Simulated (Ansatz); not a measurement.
Geometry optimisation, DFT PBEsol, scalar-relativistic, plane waves, PAW in Ansatz.

Input:

```yaml
accuracy: low
crystal:
  lattice:
    - [6.628223, 0.0, 0.0]
    - [0.0, 6.628223, 0.0]
    - [0.0, 0.0, 6.628223]
  atoms:
    - { symbol: O, position: [0.2322983, 0.7745293, 0.6752003] }
    - { symbol: H, position: [0.1369412, 0.822745, 0.7748772] }
    - { symbol: H, position: [0.1531642, 0.7638913, 0.5528164] }
    - { symbol: O, position: [0.5242807, 0.9189345, 0.9241606] }
    - { symbol: H, position: [0.4847888, 0.9939964, 0.8051677] }
    - { symbol: H, position: [0.6344295, 0.8347743, 0.8779273] }
    - { symbol: O, position: [0.2244738, 0.7985608, 0.2156581] }
    - { symbol: H, position: [0.2450142, 0.9419808, 0.196632] }
    - { symbol: H, position: [0.3490385, 0.7384473, 0.1685071] }
    - { symbol: O, position: [0.8265335, 0.5413124, 1.0069962] }
    - { symbol: H, position: [0.8192691, 0.6570097, 0.9180323] }
    - { symbol: H, position: [0.6935282, 0.4814525, 0.9980752] }
    - { symbol: O, position: [0.9499894, 0.1561209, 0.4315569] }
    - { symbol: H, position: [0.9605048, 0.2566144, 0.3259931] }
    - { symbol: H, position: [0.8333027, 0.0768587, 0.3934133] }
    - { symbol: O, position: [0.2745739, 0.2059107, 0.7967277] }
    - { symbol: H, position: [0.2373045, 0.3384113, 0.7476585] }
    - { symbol: H, position: [0.1906784, 0.1146661, 0.719338] }
    - { symbol: Na, position: [0.5785505, 0.4813179, 0.4735122] }
    - { symbol: Cl, position: [0.8762135, 0.0217133, 0.0432731] }
basis:
  ecutwfc: 420.0
kpoints:
  mp_grid: { grid: [1, 1, 1] }
hamiltonian:
  xc: pbesol
scf:
  occupations: { method: fermi_dirac, width: 0.05 }
  lower_state_search: "off"
relax:
  f_tol: 0.3
  max_steps: 15
  adjacent_minimum: "off"
```

Launched with:

```bash
$ ansatz run input.yaml --threads 1 --pin off --max-ram 3072MiB --backend cpu --events-out ev --progress --plain --runs-dir out
```

**Question.** Where does it end, and by what steps?

**Answer.** The run converged. The threshold is loose, so the end isn't yet a minimum. Limits of this set-up: coarse k mesh, low accuracy level. After 12 steps the energy has fallen by 5.225 eV; H11 moved furthest, 1.36 Å. Joined: O7–Na19, O10–Na19, O13–Na19, O16–Na19.

```
step  energy less start (eV)  largest force component (eV/Å)  accepted
   0                  0.0000                           1.869       yes
   1                 -1.1383                           1.105       yes
   2                 -1.9653                           2.426       yes
   3                 -2.7477                           2.039       yes
   4                 -3.3968                           1.867       yes
   5                 -3.8911                           0.967       yes
   6                 -4.2220                           0.926       yes
   7                 -4.5399                           0.469       yes
   8                 -4.7857                           0.702       yes
   9                 -4.9625                           0.935       yes
  10                 -5.0927                           0.806       yes
  11                 -5.1836                           0.464       yes
  12                 -5.2247                           0.188       yes
```

```xyz
20
Lattice="6.6282 0.0000 0.0000 0.0000 6.6282 0.0000 0.0000 0.0000 6.6282" Properties=species:S:1:pos:R:3
O 0.856 4.443 4.378
H 0.670 5.031 5.155
H 1.408 4.955 3.752
O 3.620 5.839 6.055
H 3.256 6.669 5.696
H 4.579 6.035 6.202
O 2.323 4.748 1.753
H 1.437 5.015 1.398
H 2.918 5.151 1.066
O 4.976 3.573 7.535
H 5.545 4.397 7.438
H 4.613 3.442 6.641
O 5.266 1.429 2.457
H 5.513 2.135 1.804
H 5.544 0.603 1.996
O 2.183 2.155 4.476
H 1.689 3.026 4.612
H 1.462 1.497 4.492
Na 3.342 2.785 2.573
Cl 6.574 -0.551 0.362
```

The run took 25 s on 1 thread of Arm Neoverse V1, with other jobs on the host, peak memory 0.36 GiB.
